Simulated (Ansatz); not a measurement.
One change: `F[CH2][SnH2][SiH3]` becomes `F[CH2][SnH2][SH]`.

Ansatz, PBE0-D4/def2-TZVP geometries, multiplicity 1. Each molecule was computed in one conformer, which needn't be the lowest.

Elements past krypton have def2 core potentials.

```json
{"property": "HOMO energy (ωB97M-V/def2-TZVPP) / eV", "`F[CH2][SnH2][SiH3]`": "-9.83"}
{"property": "size of the dipole moment (ωB97M-V/def2-TZVPP) / D", "`F[CH2][SnH2][SiH3]`": "1.31"}
{"property": "HOMO energy (PBE0/def2-TZVPP) / eV", "`F[CH2][SnH2][SiH3]`": "-7.77"}
{"property": "LUMO energy (PBE/def2-TZVPP) / eV", "`F[CH2][SnH2][SiH3]`": "-0.94"}
{"property": "HOMO–LUMO gap (B3LYP/def2-TZVPP) / eV", "`F[CH2][SnH2][SiH3]`": "7.16"}
{"property": "LUMO energy (B3LYP/def2-TZVPP) / eV", "`F[CH2][SnH2][SiH3]`": "-0.40"}
```

Q: What does the change do to each property? (An estimate is asked.)

A: Computed: 
```tsv
property	`F[CH2][SnH2][SH]`	shift
HOMO energy (ωB97M-V/def2-TZVPP) / eV	-9.41	0.42
size of the dipole moment (ωB97M-V/def2-TZVPP) / D	2.12	0.81
HOMO energy (PBE0/def2-TZVPP) / eV	-7.22	0.55
LUMO energy (PBE/def2-TZVPP) / eV	-1.34	-0.40
HOMO–LUMO gap (B3LYP/def2-TZVPP) / eV	6.21	-0.95
LUMO energy (B3LYP/def2-TZVPP) / eV	-0.77	-0.37
```

With PBE0 the HOMO rises by 0.55 eV and the LUMO falls by 0.31 eV, so the gap narrows by about 0.86 eV. PBE moves the HOMO by 0.57 eV and ωB97M-V by 0.42 eV. Dipoles are sizes alone; their direction can turn.

B3LYP here is the variant with VWN-RPA as its local correlation; programs differ in this.
